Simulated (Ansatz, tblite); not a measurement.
Isomers of Sr$_{4}$Te$_{4}$⁺ (doublet), found by a short tight-binding search and relaxed with PBE-D4/def2-SVP in Ansatz.

In the def2 sets Sr, Te take a core potential; there is no spin–orbit coupling. The xTB rows come from tblite.

B: At PBE-D4/def2-TZVP, r2SCAN-D4/def2-TZVP the gap within one spin of the charge 1 doublet nearly closes, so an electron or hole may be smeared out by delocalisation error.

Other spin states weren't relaxed.

A:

Cartesian coordinates in Å:
```
Sr 2.170 0.905 0.751
Sr -1.826 1.429 0.843
Sr -0.299 -2.517 1.356
Sr -0.025 0.319 -2.857
Te 0.083 0.100 2.991
Te 1.621 -1.757 -1.078
Te 0.344 2.796 -1.013
Te -2.068 -1.274 -0.993
```

B:

```xyz
8

Sr    2.429    0.860   -0.680
Sr   -0.275   -2.457   -1.006
Sr   -0.275   -0.027    2.658
Sr   -1.878    1.625   -0.974
Te    1.948   -1.705    1.140
Te    0.399    2.612    1.016
Te   -2.551   -1.016    0.669
Te    0.204    0.107   -2.824
```

Task: Estimate which lies lowest at each level, and how far above it the others are (kcal/mol).

Result: 
| level | A | B |
| --- | --- | --- |
| GFN1-xTB | 2.4 | 0.0 |
| GFN2-xTB | 3.5 | 0.0 |
| PBE-D4/def2-TZVP | 0.0 | 3.6 |
| r2SCAN-D4/def2-TZVP | 0.0 | 4.4 |
| PBE0-D4/def2-TZVP | 0.0 | 7.8 |
Point groups (tolerance 0.1 Å): A C2v, B not assigned. Lower isomers may exist.
